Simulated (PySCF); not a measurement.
A run for PySCF: R-B3LYP/LANL2DZ on HBr (SMILES Br).

```python
from pyscf import gto, scf, dft, mp
from pyscf.data.elements import chemcore

mol = gto.M(
    atom='''
    Br   -1.11772540   -0.24016679    4.07982834
    H    -0.80672421   -0.22541877    2.67452318
    ''',
    basis='lanl2dz',
    ecp={'Br': 'lanl2dz'},
    charge=0, spin=0, verbose=3, max_memory=1800)
mf = dft.RKS(mol, xc='b3lyp')
mf.conv_tol = 1e-8
mf.max_cycle = 100
mf.kernel()
if not mf.converged:
    mf = mf.newton().run(mf.mo_coeff, mf.mo_occ)
```

The log:

```
converged SCF energy = -13.7565411320655
```

The calculation finished and met its thresholds.

Cost: around 0.3 core-seconds (rough).
